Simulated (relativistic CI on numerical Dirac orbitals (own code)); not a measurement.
Sensitivity of the levels of Pr26+ to α and to the nuclear radius

Calculated at this level of theory: Dirac-Coulomb-Breit CI, KLI orbitals optimised for each configuration, derivatives by finite differences, unscaled Slater integrals, QED left out (own radial code, finite nucleus).

Configurations in the expansion (outside the closed core [Ar] 3d10): 4s2.4p3, 4s.4p4, 4s2.4p2.4d, 4p5, 4s.4p3.4d, 4s2.4p2.4f, 4s2.4p.4d2, 4s2.4d3, 4s.4p.4d3, 4s2.4d2.4f. Double excitations out of closed p, d and f shells are left out; levels of such configurations are missing from the list, as are those of other unlisted configurations, and high levels can miss mixing partners.

With x = (α/α₀)² − 1 an excitation energy changes as ω = ω₀ + qx; K = 2q/ω₀ is the relative enhancement. Terms are leading LS components, so labels can repeat. The field-shift factor is F = δν/δ⟨r²⟩ for the transition from the lowest level.

Lowest level 4s2.4p3 2P°_3/2.

```csv
Level,ω₀ (cm⁻¹),q (cm⁻¹),F (GHz/fm²)
4s2.4p3 4S°_3/2,186747,237200,-11.9
4s2.4p3 2D°_5/2,218178,240100,-12
4s2.4p3 2P°_1/2,258533,241700,-13.4
4s2.4p3 2P°_3/2,449049,484600,-27.2
4s.4p4 4P_5/2,694843,285200,-351
4s.4p4 4P_3/2,773677,253700,-276
4s.4p4 4P_1/2,787342,317400,-354
4s2.4p2.4d 4F_3/2,862843,132200,-86.9
4s.4p4 4P_3/2,918352,443600,-309
4s2.4p2.4d 4F_5/2,924836,103800,-11.1
4s.4p4 2D_5/2,955191,478400,-309
4s.4p4 2P_1/2,996101,410600,-216
4s2.4p2.4d 2P_3/2,1000242,362900,-148
4s2.4p2.4d 2F_5/2,1033687,261900,-11.9
4s2.4p2.4d 4F_7/2,1056702,267100,-5.22
4s2.4p2.4d 4D_1/2,1059620,350900,-113
4s2.4p2.4d 4D_7/2,1074336,296900,-4.53
4s2.4p2.4d 4D_3/2,1084630,377800,-141
4s2.4p2.4d 4F_9/2,1106001,308400,-4.87
4s2.4p2.4d 2F_5/2,1125444,317300,-23.3
4s2.4p2.4d 2P_3/2,1145906,308200,-83.7
4s2.4p2.4d 4P_5/2,1169989,295900,-33.9
4s2.4p2.4d 2G_7/2,1176751,334000,-6.93
```

At this charge energies of transitions that change n are usually good to better than 1 %, and those within a shell (Δn = 0) to a few per cent.

Which transition from the lowest level has the largest |K|?

4s2.4p3 4S°_3/2 at 186747 cm⁻¹, K = 2.54.
